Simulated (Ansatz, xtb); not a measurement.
## Relaxing a trial structure of AlH5O2Si

The starting geometry of this gas-phase singlet was built from a drawn formula by distance geometry and a force field; its bonds are those of `O[SiH](O)[AlH2]`.

```yaml
atoms:
  - { symbol: Al, position_ang: [-2.7577, -1.8144, -0.6987] }
  - { symbol: O, position_ang: [-0.2683, 0.1164, 0.4134] }
  - { symbol: O, position_ang: [-2.2874, -0.3770, 2.2932] }
  - { symbol: Si, position_ang: [-1.2815, -1.0588, 1.0203] }
  - { symbol: H, position_ang: [0.3087, 0.3928, 1.1790] }
  - { symbol: H, position_ang: [-0.5227, -2.1686, 1.5704] }
  - { symbol: H, position_ang: [-2.7238, 0.4057, 1.8922] }
  - { symbol: H, position_ang: [-2.7749, -3.3572, -1.1163] }
  - { symbol: H, position_ang: [-3.7550, -0.8004, -1.4169] }
```

Question: Predict what becomes of its bonds when it is optimised with r2SCAN-D4/def2-SVP.

Answer: It keeps its bonds, and is `O[SiH](O)[AlH2]`.

The energy falls by 0.27 eV over 12 steps:

| step | E − E(last) (eV) |
| --- | --- |
| 1 | 0.266 |
| 2 | 0.100 |
| 3 | 0.052 |
| 5 | 0.013 |
| 6 | 0.011 |
| 7 | 0.003 |
| 8 | 0.003 |
| 10 | 0.000 |
| 11 | 0.000 |
| 12 | 0.000 |

Final geometry (Å):

```xyz
9

Al   -2.7538   -1.8245   -0.7326
O    -0.2594   -0.0604    0.3467
O    -2.2344   -0.2339    2.3120
Si   -1.3569   -1.0544    1.1396
H     0.4935    0.2534    0.8648
H    -0.6280   -2.0774    1.9537
H    -2.8587    0.4189    1.9714
H    -2.4849   -3.1779   -1.5310
H    -3.9799   -0.9051   -1.1880
```

From the same start GFN2-xTB ends elsewhere, differing in Al1–O2 (1.66 against 3.24 Å here), O2–Si4 (3.17 against 1.68 Å here).

The end wasn't checked by frequencies. Run with Ansatz 0.2.0, 73 s on 1 thread of Arm Neoverse N1, on a shared host.
